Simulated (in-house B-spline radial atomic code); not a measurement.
Inner levels of ytterbium as electrons are removed. A shift is the extra binding of the orbital against the neutral atom ([Xe] 4f14 6s2). Computed with a radial B-spline atomic code at the basis-set limit: non-relativistic Hartree-Fock, average of the configuration, point nuclei.

This level leaves out relativity, spin-orbit splitting included, which matters for heavy ions.

```tsv
ion	configuration	shift of 1s (eV)	radius of 1s (bohr)	Σ<r²> (bohr²)	change of density at nucleus (bohr⁻³)
Yb63+	[He] 2s2 2p3	6192.08	0.021593	0.039827	-4214.24
Yb64+	[He] 2s2 2p2	6614.36	0.02158	0.032764	-3820.77
Yb65+	[He] 2s2 2p1	7040.73	0.021566	0.025874	-3422.25
Yb66+	[He] 2s2	7471.18	0.021552	0.019153	-3018.69
Yb67+	[He] 2s1	7840.83	0.021551	0.010123	-15729.1
Yb68+	1s2	8213.05	0.021544	0.0012386	-28671.3
Yb69+	1s1	9399.02	0.021429	0.00061224	-135776
```
